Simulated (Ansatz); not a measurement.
`[OH][SbH][NH][SiH3]` + silanol → `O[SiH2][SiH3]` + `[NH2][SbH][OH]`  (formal exchange of groups at the Si–N bond)

Gas-phase electronic energies from Ansatz, PBE0-D4/def2-TZVP geometries. CBS: MP2 limit from def2 TZ/QZ plus the TZ coupled-cluster correction, frozen cores. Functionals use def2-TZVPP. Elements past krypton have def2 core potentials. For Sb outer-core shells are correlated without core-valence functions, which leaves a few kJ/mol of doubt a bond. Each species was taken in one conformer, which may not be the lowest.

`[OH][SbH][NH][SiH3]`:

Z-matrix (Å, degrees):
```
Si
N 1 1.728
H 1 1.490 2 114.2
H 1 1.484 2 107.3 3 120.4
H 1 1.490 2 109.6 3 -120.2
Sb 2 2.015 1 127.3 3 -87.9
H 2 1.010 1 117.0 3 71.5
O 6 1.973 2 99.7 1 50.2
H 6 1.709 2 92.7 1 -39.4
H 8 0.960 6 111.5 2 99.4
```

`O[SiH3]`:

Cartesian coordinates in Å:
```
O 0.614 -1.124 0.052
Si -0.101 0.359 0.132
H 0.416 -1.676 -0.705
H 0.276 1.214 -1.027
H 0.381 0.974 1.390
H -1.586 0.252 0.157
```

`O[SiH2][SiH3]`:

Cartesian coordinates in Å:
```
O -1.426 -0.243 1.483
Si -0.897 -0.494 -0.064
Si 1.124 0.615 -0.510
H -0.846 -0.508 2.198
H -0.709 -1.948 -0.344
H -1.979 0.019 -0.940
H 1.577 0.311 -1.895
H 2.179 0.158 0.438
H 0.978 2.089 -0.366
```

`[NH2][SbH][OH]`:

```xyz
7

N    -0.056   -0.522   -1.128
Sb    0.816    0.592    0.297
O    -0.779    0.877    1.417
H     0.264   -0.373   -2.073
H    -0.219   -1.502   -0.953
H     1.248   -0.717    1.317
H    -1.274    1.645    1.123
```

(1) Is it downhill or uphill in electronic energy at CCSD(T)/CBS, and by how much? (An estimate is asked.)

(2) What do these levels give: B2PLYP, PBE, PBE0, MP2/def2-TZVPP, HF/def2-QZVPP, MP2/CBS(def2)? (Estimate.)

Largest T1 diagnostic among the species: 0.014.

## Answers

(1) The calculation gave: Uphill: ΔE = +0.71 eV.

(2) Ansatz gave: B2PLYP 0.72, PBE 0.44, PBE0 0.52, MP2/def2-TZVPP 0.83, HF/def2-QZVPP 0.84, MP2/CBS(def2) 0.82 eV.

From PBE to PBE0 (25 % exact exchange), in def2-TZVPP and without D4, ΔE moves by +0.08 eV. The D4 term adds +0.05 eV with B3LYP and +0.03 eV with PBE0; it sums over pairs of atoms, weighted by their polarisabilities, and B3LYP, whose exchange is more repulsive, gets the larger term.

B3LYP here is the variant with VWN-RPA as its local correlation; programs differ in this.
